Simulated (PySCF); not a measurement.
Below is a simulated gas-phase C 1s photoelectron spectrum of `O=C([O-])/C(F)=C/C(F)F`.

Every computed line was given a Gaussian of 0.7 eV full width at half maximum and an area set by the number of equivalent atoms; the highest printed point is 100. Method used: delta-SCF UKS SCAN, pcX-2 on the ionised atom, pcseg-1 elsewhere, spin-free X2C in PySCF.

binding energy (eV), intensity and a bar:
```
    285.6          0 
    285.8          2 #
    286.0         10 ###
    286.2         27 ########
    286.4         47 ##############
    286.6         52 ################
    286.8         36 ###########
    287.0         16 #####
    287.2          5 #
    287.4          1 
    287.6          0 
    287.8          1 
    288.0          5 #
    288.2         19 ######
    288.4         50 ###############
    288.6         86 ##########################
    288.8        100 ##############################
    289.0         77 #######################
    289.2         40 ############
    289.4         14 ####
    289.6          3 #
    289.8          0 
    290.0          0 
    290.2          0 
    290.4          0 
    290.6          0 
    290.8          0 
    291.0          0 
    291.2          2 #
    291.4          9 ###
    291.6         25 ########
    291.8         46 ##############
    292.0         53 ################
    292.2         38 ############
    292.4         18 #####
    292.6          5 ##
    292.8          1 
    293.0          0
```

Question: Count the maxima, the lines and the sites behind this envelope.

Answer: The curve has 3 maxima (at 286.5, 288.8 and 292.0 eV). Under it lie 4 lines from 4 inequivalent carbon sites. At this width some lines have no maximum of their own.

Question: Decompose the envelope and assign each component. Numbering: `[O:1]=[C:2]([O-:3])/[C:4]([F:5])=[CH:6]/[CH:7]([F:8])[F:9]`.

Answer: 
```csv
position (eV),relative area,line,atoms,environment
286.54,1,C 1s,C6,alkene CH carbon
288.68,1,C 1s,C4,vinylic C–F carbon
288.87,1,C 1s,C2,carboxylate carbon
291.96,1,C 1s,C7,CHF2 carbon
```

Question: What are the centre and the root-mean-square width of the whole band?

Answer: The area-weighted mean of the lines is 289.01 eV. Their own spread about it is 1.93 eV (rms) and each Gaussian has σ = 0.7/2.355 = 0.30 eV; the variances add, which gives 1.96 eV.

The listed C 1s values span 5.42 eV, from C6 (bonded to C (double bond), C and H) to C7 (bonded to 2 F, C and H). The widest gap between neighbouring values is 3.09 eV, between 288.87 and 291.96 eV.

The curve has no shake-up lines and no vibrational structure. Spin contamination (⟨S²⟩ against 0.75 for a pure doublet) is marked for C 1s of C4 (0.87), which makes this value less certain. The species carries charge -1, so core ionisation leaves a neutral species. The basis sets have no added diffuse functions. Geometry: PBE0-D3(BJ)/def2-SVP, one conformer, isolated ion. The geometry's basis has no diffuse functions, a weakness for an anion.

Conformer computed: `[O:1]=[C:2]([O-:3])/[C:4]([F:5])=[CH:6]/[CH:7]([F:8])[F:9]`: O1–C2–C4–F5 -2°, C4–C6–C7–F8 -123°.
